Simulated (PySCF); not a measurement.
All of these have the formula C5H10NPSi. Method: TDDFT wB97X-D/def2-SVPD, vertical, gas phase, core orbitals frozen in the response in PySCF. Geometries: GFN2-xTB; one conformer of each isolated species. Triplets are in the Tamm–Dancoff approximation.

A. `C=CC(=C)/C=N/[SiH2]P`
B. `C(=C)[C@@H](C#N)[Si@H](P)C`
C. `C=C[C@@H](C#N)[Si@H](C)P`

Lowest singlet levels (six at most, fewer where fewer were computed) with oscillator strengths:

1. 3.69 eV (f 0.006); 5.03 eV (f 0.279); 5.57 eV (f 0.024); 5.69 eV (f 0.085); 6.23 eV (f 0.180); 6.30 eV (f 0.106); T1 3.00 eV
2. 6.64 eV (f 0.031); 6.78 eV (f 0.137); 7.03 eV (f 0.024); 7.18 eV (f 0.032); 7.25 eV (f 0.289); 7.27 eV (f 0.078); T1 4.44 eV
3. 6.24 eV (f 0.021); 6.80 eV (f 0.086); 7.04 eV (f 0.054); 7.19 eV (f 0.332); 7.22 eV (f 0.061); 7.34 eV (f 0.009); T1 4.37 eV

Question: Match each spectrum to its molecule.

Answer: 1 = A, 2 = C, 3 = B.
- A: S1 at 3.69 eV, HOMO→LUMO (47%), HOMO-1→LUMO (33%), HOMO-2→LUMO (8%); Löwdin shares by element: HOMO carbon 39% or more, nitrogen 22% (atoms not listed hold the other 39%); LUMO carbon 57% or more, nitrogen 18% (atoms not listed hold the other 24%); HOMO -8.56 and LUMO -0.05 eV.
- B: S1 at 6.24 eV, HOMO→LUMO (80%); Löwdin shares by element: HOMO carbon 33% or more, phosphorus 32%, silicon 9% (atoms not listed hold the other 27%); LUMO carbon 46% or more, silicon 10%, phosphorus 8% (atoms not listed hold the other 36%); HOMO -9.30 and LUMO 1.17 eV.
- C: S1 at 6.64 eV, HOMO→LUMO (35%), HOMO-1→LUMO+1 (19%), HOMO-1→LUMO+4 (12%); Löwdin shares by element: HOMO carbon 59% or more, silicon 9% (atoms not listed hold the other 32%); LUMO carbon 63% or more, silicon 6% (atoms not listed hold the other 30%); HOMO -9.54 and LUMO 1.27 eV.
